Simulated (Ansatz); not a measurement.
```xyz
15

C     1.9650    0.4811   -1.0156
C     0.6747    0.2780   -1.2410
C    -0.4394    0.9440   -0.5037
C    -1.3499   -0.0546    0.2205
Si   -0.4757   -1.1063    1.5134
H     2.7298   -0.0429   -1.5771
H     2.3025    1.1821   -0.2582
H     0.3787   -0.4397   -2.0054
H    -0.0214    1.6562    0.2147
H    -1.0412    1.5278   -1.2113
H    -1.8264   -0.7258   -0.5032
H    -2.1652    0.4814    0.7176
H     0.3650   -0.2438    2.3893
H     0.3924   -2.1441    0.8987
H    -1.4889   -1.7935    2.3613
```

Charge 0, multiplicity 1.

Question: List the PBE0/def2-TZVPP orbital energies in eV (Ansatz). (Best estimate.)

Answer: The calculation gave: Occupied: -1802.13, -278.40, -278.33, -278.08, -277.99, -144.50, -99.15, -99.15, -99.14, -22.66, -20.58, -17.79, -15.66, -14.53, -13.03, -12.67, -12.04, -11.01, -10.37, -9.68, -9.32, -9.18, -8.63, -7.50. Lowest empty: 0.14, 0.96, 1.48, 1.62, 1.86, 1.93, 2.34, 2.53.
